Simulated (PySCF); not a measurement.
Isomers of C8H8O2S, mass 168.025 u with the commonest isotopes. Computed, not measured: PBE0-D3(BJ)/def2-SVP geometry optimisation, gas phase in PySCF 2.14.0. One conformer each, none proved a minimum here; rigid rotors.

Question: Order these by rotational constant B, smallest first.
A. `[O:1]=[S:2]1(=[O:3])[CH2:4][CH2:5][c:6]2[cH:7][cH:8][cH:9][cH:10][c:11]21` with O1–S2–C4–C5 143°, S2–C4–C5–C6 -33°, C4–C5–C6–C7 -158°, O1–S2–C11–C10 48°
B. `[CH2:1]=[CH:2][S:3](=[O:4])(=[O:5])[c:6]1[cH:7][cH:8][cH:9][cH:10][cH:11]1` with C1–C2–S3–O4 2°, C2–S3–C6–C7 93°
C. `[CH3:1][S:2][c:3]1[cH:4][cH:5][c:6]([C:7](=[O:8])[OH:9])[cH:10][cH:11]1` with C1–S2–C3–C4 -2°, C5–C6–C7–O8 179°, C6–C7–O9–H 180°

Answer: C (450.7 MHz), B (687.1 MHz), A (861.0 MHz).

Question: Order these by radius of gyration √(Σ m r²/M), smallest first.
A. `[O:1]=[S:2]1(=[O:3])[CH2:4][CH2:5][c:6]2[cH:7][cH:8][cH:9][cH:10][c:11]21` with O1–S2–C4–C5 143°, S2–C4–C5–C6 -33°, C4–C5–C6–C7 -158°, O1–S2–C11–C10 48°
B. `[CH3:1][S:2][c:3]1[cH:4][cH:5][c:6]([C:7](=[O:8])[OH:9])[cH:10][cH:11]1` with C1–S2–C3–C4 -2°, C5–C6–C7–O8 179°, C6–C7–O9–H 180°
C. `[CH2:1]=[CH:2][S:3](=[O:4])(=[O:5])[c:6]1[cH:7][cH:8][cH:9][cH:10][cH:11]1` with C1–C2–S3–O4 2°, C2–S3–C6–C7 93°

Answer: A (2.180 Å), C (2.317 Å), B (2.765 Å).

Question: Order these by dipole moment, smallest first.
A. `[CH2:1]=[CH:2][S:3](=[O:4])(=[O:5])[c:6]1[cH:7][cH:8][cH:9][cH:10][cH:11]1` with C1–C2–S3–O4 2°, C2–S3–C6–C7 93°
B. `[CH3:1][S:2][c:3]1[cH:4][cH:5][c:6]([C:7](=[O:8])[OH:9])[cH:10][cH:11]1` with C1–S2–C3–C4 -2°, C5–C6–C7–O8 179°, C6–C7–O9–H 180°
C. `[O:1]=[S:2]1(=[O:3])[CH2:4][CH2:5][c:6]2[cH:7][cH:8][cH:9][cH:10][c:11]21` with O1–S2–C4–C5 143°, S2–C4–C5–C6 -33°, C4–C5–C6–C7 -158°, O1–S2–C11–C10 48°

Answer: B (3.30 D), A (4.82 D), C (5.22 D).

| SMILES | point group | Ia (u·Å²) | Ib (u·Å²) | Ic (u·Å²) | κ | μa (D) | μb (D) | μc (D) |
| --- | --- | --- | --- | --- | --- | --- | --- | --- |
| C=CS(=O)(=O)c1ccccc1 | C1 | 258.93 | 735.51 | 808.90 | -0.91 | 2.65 | 2.14 | 3.41 |
| CSc1ccc(C(=O)O)cc1 | – | 164.99 | 1121.41 | 1283.07 | -0.96 | 1.95 | 2.66 | 0.01 |
| O=S1(=O)CCc2ccccc21 | C1 | 265.65 | 586.96 | 744.00 | -0.70 | 3.94 | 3.26 | 1.03 |
